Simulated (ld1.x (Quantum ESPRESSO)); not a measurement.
Ag (Z = 47): one change to a TM potential, before and after

* Element: Ag
* Generator: ld1.x (Quantum ESPRESSO) 7.5
* Type: norm-conserving Troullier–Martins (Kleinman–Bylander form)
* Functional: LDA (PZ)
* Relativity: scalar-relativistic
* Frozen core: [Kr]
* Valence charge: 11
* Reference configuration: 4d8 5s0 5p0 (charge +3)
* Partial waves: 5s (bound, empty): rc 2.20 bohr; 5p (bound, empty): rc 1.95 bohr; 4d (bound): rc 1.45 bohr
* Local potential: all-electron potential smoothed inside 1.15 bohr (lloc = -1)
* Core correction: none

All-electron outer shells of the reference configuration (LDA (PZ), scalar-relativistic, ld1.x):

| shell | level (eV) | outermost node (bohr) | outermost maximum (bohr) |
| --- | --- | --- | --- |
| 4p | -96.92 | 0.44 | 0.87 |
| 4d | -43.97 | 0.43 | 1.01 |
| 5s | -31.75 | 1.08 | 2.09 |
| 5p | -23.83 | 1.19 | 2.40 |

Change: local potential all-electron potential smoothed inside 1.38 bohr (lloc = -1).

Cutoffs: the cutoffs (Ry, on a coarse ladder) from which the occupation-weighted sum of valence levels, in a spherical-Bessel basis at the reference potential, stays within 10 and 1 mRy of its value at 400 Ry; they do not see the model core or the augmentation charge, which bear on the density cutoff. Errors are all-electron minus pseudo energies relative to the spin-unpolarised reference configuration.

Problem. Predict the effect on cutoff, ghosts and configuration errors.

Solution. The potential gets neither clearly harder nor softer (70 Ry and 100 Ry → 70 Ry and 110 Ry); both files keep a bound ghost (p, s); of the 9 tests that both files solve, the error grows in 2 and shrinks in 3 by more than 15 % and 0.3 meV (median size 67.2 → 53.3 meV); the range in which the s phases agree widens (upper end -0.3 → 0.8); the range in which the p phases agree widens (upper end 1.8 → 4.4).

```tsv
quantity	base	changed
cutoff, loose	70 Ry	70 Ry
cutoff, tight	100 Ry	110 Ry
bound ghosts	s, p	s, p
error for 4d10 5s1 5p0, meV [ΔE -66.92 eV]	+61	+32
error for 4d10 5s0 5p0, meV [ΔE -58.82 eV]	-111	-120
error for 4d9 5s0 5p0, meV [ΔE -36.43 eV]	-40	-42
error for 4d10 5s0.5 5p0, meV [ΔE -63.73 eV]	-17	-36
error for 4d9 5s1 5p1, meV [ΔE -58.35 eV]	+123	-53
error for 4d7 5s0 5p0, meV [ΔE 51.93 eV]	-81	-85
error for 4d10 5s0 5p1, meV [ΔE -62.90 eV]	-54	-482
error for 4d8 5s0 5p0 (spin-polarised), meV [ΔE -0.70 eV]	+523	+523
error for 4d10 5s1 5p0 (spin-polarised), meV [ΔE -67.07 eV]	+67	+37
s: phases at 2.41 bohr within 0.05 rad from the reference energy up to (Ry; the scan ends near 5)	-0.3	0.8
p: phases at 2.41 bohr within 0.05 rad from the reference energy up to (Ry; the scan ends near 5)	1.8	4.4
d: phases at 2.41 bohr within 0.05 rad from the reference energy up to (Ry; the scan ends near 5)	to the end of the scan	to the end of the scan
```

 A true bound ghost makes a file unfit for plane-wave use even where its test errors are small: the radial tests pick states by their node count and pass the ghost by.
